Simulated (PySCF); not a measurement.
F2Si, SMILES F[Si]F (connectivity only; charge and spin as stated), charge +1, multiplicity 2.

Coordinates come from a B3LYP-D3(BJ)/def2-TZVP optimisation. The isomer is the one that the SMILES or the coordinates give; other isomers of the formula were not compared.

The numbers are results of PySCF with B3LYP-D3(BJ)/def2-TZVP, not measurements.

Frequencies are harmonic and unscaled.

Q: Estimate the vibrational spectrum. (An estimate is asked for; the answer gives what the named calculation found.)

A: 
| mode | ν (cm⁻¹) | IR (km/mol) | moving atoms (share of kinetic energy) |
|---|---|---|---|
| 1 | 287 | 46.4 | F 69 %, Si 31 % |
| 2 | 920 | 56.7 | F 73 %, Si 27 % |
| 3 | 1107 | 163.7 | Si 50 %, F 50 % |
